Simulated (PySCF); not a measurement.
B(Cl)(F)(OAc) (C₂H₃BClFO₂), SMILES CC(=O)OB(F)Cl. Atoms are numbered in the order given.

```xyz
10

B      0.7369     0.3954     0.6671
Cl     0.2289    -0.9489     1.6650
F      1.6080     1.2625     1.1491
O      0.3439     0.5647    -0.6284
C     -0.8131     0.0821    -1.2041
C     -0.6177    -0.1746    -2.6704
O     -1.8188    -0.0579    -0.5783
H     -1.5653    -0.4958    -3.1182
H      0.1506    -0.9513    -2.8054
H     -0.2502     0.7401    -3.1586
```

Geometry: ωB97X-D3(BJ)/def2-SVP. The values are those of a single conformer.

Two levels are set side by side: PBE/pcSseg-1 (PySCF) and B3LYP/pcSseg-1 (PySCF). GIAO shifts against BF3 (¹¹B), CFCl3 (¹⁹F), H2O (¹⁷O), HCl (³⁵Cl), TMS (¹H), TMS (¹³C) at the same level; non-relativistic, no solvent, atoms listed together averaged. Without spin–orbit terms, shifts of atoms bonded to Cl or Br come out too high at both levels. Differences are taken from unrounded values.

| quantity | B3LYP |
|---|---|
| δ(¹¹B) of B1 (ppm) | 12.3 |
| δ(³⁵Cl) of Cl2 (ppm) | 90.3 |
| δ(¹⁹F) of F3 (ppm) | -74.3 |
| δ(¹⁷O) of O4 (ppm) | 275.2 |
| δ(¹³C) of C5 (ppm) | 174.1 |
| δ(¹³C) of C6 (ppm) | 26.0 |
| δ(¹⁷O) of O7 (ppm) | 516.0 |

Question: What does PBE give, and how far is it from B3LYP? (An estimate is asked for; the answer gives what the named calculation found.)

Answer: 
| quantity | PBE | PBE minus B3LYP |
|---|---|---|
| δ(¹¹B) of B1 (ppm) | 10.7 | -1.6 |
| δ(³⁵Cl) of Cl2 (ppm) | 108.6 | 18.2 |
| δ(¹⁹F) of F3 (ppm) | -84.6 | -10.3 |
| δ(¹⁷O) of O4 (ppm) | 288.9 | 13.7 |
| δ(¹³C) of C5 (ppm) | 170.2 | -3.8 |
| δ(¹³C) of C6 (ppm) | 25.4 | -0.6 |
| δ(¹⁷O) of O7 (ppm) | 508.9 | -7.1 |

Rough cost on one machine, each run with all the roots and properties that it gave: B3LYP against PBE within a factor of 2.
